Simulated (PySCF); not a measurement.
## The third ionisation energy along group 13

All values are computed (PySCF 2.14, energy differences of UHF-based or UKS calculations, no spin-orbit coupling). Values in eV. The last column holds reference values (NIST; (s) semi-empirical, (t) theoretical, else measured). Unmarked ones compare directly (S terms, centres of terms, or small fine structure); those marked * lie between the lowest fine-structure levels and include a spin-orbit shift.

| element | configurations | UHF | LDA | PBE | PBE0 | r2SCAN | reference |
| --- | --- | --- | --- | --- | --- | --- | --- |
| B (aug-cc-pVQZ-DK, spin-free X2C) | [He] 2s1 → 1s2 | 37.829 | 37.904 | 38.294 | 38.237 | 37.860 | 37.931 |
| Al (aug-cc-pVQZ-DK, spin-free X2C) | [Ne] 3s1 → [Ne] | 28.091 | 28.883 | 28.886 | 28.745 | 28.429 | 28.448 |
| Ga (aug-cc-pVQZ-DK, spin-free X2C) | [Ar] 3d10 4s1 → [Ar] 3d10 | 29.636 | 31.878 | 31.559 | 31.172 | 31.289 | 30.726 |
| In (aug-cc-pVQZ-DK3, spin-free X2C) | [Kr] 4d10 5s1 → [Kr] 4d10 | 26.627 | 28.951 | 28.544 | 28.194 | 28.212 | 28.044 |
| Tl (aug-cc-pVQZ-DK3, spin-free X2C) | [Xe] 4f14 5d10 6s1 → [Xe] 4f14 5d10 | 28.147 | n/a | n/a | n/a | n/a | 29.852 |

```csv
method,elements,mean error (eV),mean absolute error (eV),largest error (eV)
UHF,5,-0.934,0.934,-1.705
LDA,4,0.617,0.631,1.152
PBE,4,0.534,0.534,0.834
PBE0,4,0.300,0.300,0.446
r2SCAN,4,0.160,0.205,0.564
```

Errors include the incompleteness of the basis and the frozen core.
